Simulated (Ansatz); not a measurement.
```xyz
9

N     0.1433   -0.7589    1.1096
C     0.5558    0.0208   -0.0321
B    -0.5024    0.3720   -1.1033
Br   -2.3691    0.1046   -0.8019
H    -0.7759   -0.4875    1.4321
H     0.7903   -0.6755    1.8806
H     0.9726    1.0242    0.2107
H     1.3850   -0.4767   -0.5567
H    -0.1996    0.8769   -2.1389
```

Charge 0, multiplicity 1.

(1) List the PBE0/def2-TZVPP orbital energies in eV (the Gaussian-basis code of Ansatz). (Estimate.)

## Answers

(1) Computed: Occupied: -13150.20, -1705.10, -1535.63, -1535.60, -1535.58, -390.92, -278.73, -238.92, -185.85, -179.26, -179.15, -179.07, -72.77, -72.75, -72.68, -72.59, -72.58, -24.83, -21.97, -19.04, -14.34, -13.52, -12.72, -11.86, -10.42, -9.77, -9.01, -8.14, -7.03. Lowest empty: -1.34, 0.83, 1.57, 2.10, 2.30, 2.55, 3.00, 3.86.
